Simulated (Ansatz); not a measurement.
A nudged elastic band was laid between two geometries of CH₇ClFNSi₂ (13 atoms, charge 0, multiplicity 1).

The calculation used RKS r2SCAN-D4/STO-3G in Ansatz.

```json
{
  "movable images": "5",
  "climbing image": "yes",
  "spring": "5.0 eV/Å²",
  "optimiser": "quadratic models (default)",
  "start path": "IDPP",
  "force threshold": "0.05 eV/Å",
  "iteration limit": "60",
  "end points": "relaxed"
}
```

Image 0:

```xyz
13
Properties=species:S:1:pos:R:3
N -1.537 -0.856 0.654
Si -0.309 -0.093 -0.403
C 1.112 -1.364 -0.610
F 0.744 -2.474 -1.406
Si 0.434 1.782 0.636
Cl -1.171 3.146 0.863
H -1.939 -1.676 0.128
H -2.363 -0.202 0.714
H -0.782 0.255 -1.739
H 1.433 -1.718 0.398
H 2.000 -0.860 -1.062
H 1.448 2.483 -0.128
H 0.950 1.543 1.970
```

Image 6:

```xyz
13
Properties=species:S:1:pos:R:3
N -1.869 -0.469 0.150
Si -0.274 0.013 -0.514
C 0.889 -1.489 -0.279
F 0.449 -2.635 -0.981
Si 0.475 1.819 0.646
Cl 1.883 1.203 2.103
H -2.123 -1.385 -0.310
H -2.598 0.184 -0.245
H -0.304 0.360 -1.932
H 0.964 -1.719 0.811
H 1.920 -1.216 -0.609
H -0.569 2.523 1.366
H 1.176 2.776 -0.190
```

Problem. What changes between the two ends?

Solution. No bond is made or broken. The dihedral N1–Si2–Si5–Cl6 goes from -63 to 100°.

Problem. Give the energies along the band, and the barrier.

Solution. It converged. The highest image is number 3 of 0 to 6, 0.063 eV above the first end and 0.039 eV above the last; the last end lies 0.024 eV above the first. A vibrational analysis at the climbing image gives no mode beyond 40i cm⁻¹: the surface is too flat there to confirm a saddle point. Limits of this set-up: minimal basis.

```csv
image,path coordinate (Å),energy (eV),dihedral N1–Si2–Si5–Cl6 (°)
0,0.00,0.000,-63
1,1.14,0.013,-36
2,2.27,0.046,-9
3,3.41,0.063,19
4,4.55,0.051,46
5,5.69,0.030,73
6,6.82,0.024,100
```

Problem. What is the geometry of the highest image?

Solution. 
```xyz
13
Properties=species:S:1:pos:R:3
N -1.841 -0.364 -0.124
Si -0.128 -0.048 -0.535
C 0.843 -1.622 -0.045
F 0.518 -2.740 -0.848
Si 0.605 1.775 0.611
Cl -0.637 2.206 2.265
H -2.160 -1.165 -0.732
H -2.426 0.437 -0.482
H 0.121 0.196 -1.953
H 0.636 -1.859 1.026
H 1.940 -1.421 -0.111
H 0.609 2.976 -0.202
H 1.940 1.594 1.147
```

Time of the run: 2.6 min on 1 thread of Arm Neoverse V1, with other jobs on the host, peak memory 0.14 GiB.
